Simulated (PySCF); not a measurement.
C5H7O3S (doublet state).
Structure used (GFN2-xTB), in Å, numbered top down from 1:
```xyz
16
C5H7O3S angstrom
O      2.1108   -0.8617    1.2110
S      1.7922   -0.6037   -0.1659
O      1.6578   -1.6900   -1.0826
O      2.9526    0.3644   -0.7302
C      0.3673    0.4396   -0.2515
C     -0.9202   -0.0051   -0.9005
C     -1.0987   -0.8591    0.3750
C     -0.6175    0.5158    0.8898
C     -1.6051    1.1388   -0.1205
H      3.4480    0.7297    0.0045
H     -1.0730   -0.3099   -1.9260
H     -2.1283   -1.1197    0.6250
H     -0.4214   -1.6984    0.5033
H     -0.4231    0.8050    1.9131
H     -2.6634    1.0132    0.0955
H     -1.3856    2.1500   -0.4515
```

The hyperfine couplings belong to this conformer and change with its torsions.

As a line formula: `O=S(=O)(O)[C]1[C@H]2C[C@@H]1C2` [radical].

Computed, not measured: UKS B3LYP, pcH-1 on C H O S, non-relativistic, mean-field spin-orbit, GIAO in PySCF. Geometry: GFN2-xTB, one conformer, isolated molecule. A GFN2-xTB geometry isn't a minimum of the functional, and hyperfine couplings can be far from their values at a DFT geometry. The SCF solution wasn't tested for stability.

Question: What is the g tensor, term by term?

Answer: 
| Δg (ppm) | 1 | 2 | 3 |
| --- | --- | --- | --- |
| relativistic mass correction | -183 | -183 | -183 |
| gauge correction | 22 | 37 | 4 |
| orbital Zeeman/spin–orbit | -1438 | 407 | 872 |
| total | -1599 | 261 | 693 |

So g = 2.00072, 2.00258, 2.00301 and g_iso = 2.00210; the tensor is rhombic: the two nearest values differ by 19 % of g3 − g1. 

Question: What effective moment and Curie constant follow for a powder?

Answer: With the mean of g² = 4.0084 and S(S+1) = 0.75: μ_eff = √(⟨g²⟩S(S+1)) = 1.734 μB and χT = 0.12505·⟨g²⟩·S(S+1) = 0.376 cm³ K/mol (cgs; spin-Hamiltonian part alone).

Question: What are the electron Larmor frequencies g μB B/h along the three axes at 1200 mT?

Answer: 33.6031, 33.6343, 33.6416 GHz for g1, g2 and g3, a range of 38.5 MHz.

Question: In a frozen sample, at which fields do the three g values resonate at 9.5, 34, 94 and 263 GHz (hyperfine left aside), and which band first spreads them over more than twice a line width of 0.5 mT?

Answer: 
```json
{"band": "X", "GHz": "9.5", "B(g3) mT": "338.87", "B(g2) mT": "338.94", "B(g1) mT": "339.25", "spread mT": "0.39"}
{"band": "Q", "GHz": "34.0", "B(g3) mT": "1212.78", "B(g2) mT": "1213.05", "B(g1) mT": "1214.17", "spread mT": "1.39"}
{"band": "W", "GHz": "94.0", "B(g3) mT": "3352.99", "B(g2) mT": "3353.72", "B(g1) mT": "3356.83", "spread mT": "3.84"}
{"band": "J", "GHz": "263.0", "B(g3) mT": "9381.25", "B(g2) mT": "9383.27", "B(g1) mT": "9392.00", "spread mT": "10.75"}
```

The spread grows in proportion to the frequency. Q band is the first where it exceeds 1.0 mT.

The largest Mulliken spin population is on C5 (+0.86). The angles at C5 add up to 321.1°, so it is pyramidal.

The HOMO–LUMO gaps are 7.32 eV among the α and 5.53 eV among the β orbitals.

Hardware: one thread, Arm Neoverse V2 (aarch64), on a shared host. Cost: 1.7 min of wall time (grids of density and orbitals included), 1.1 GiB resident at most.
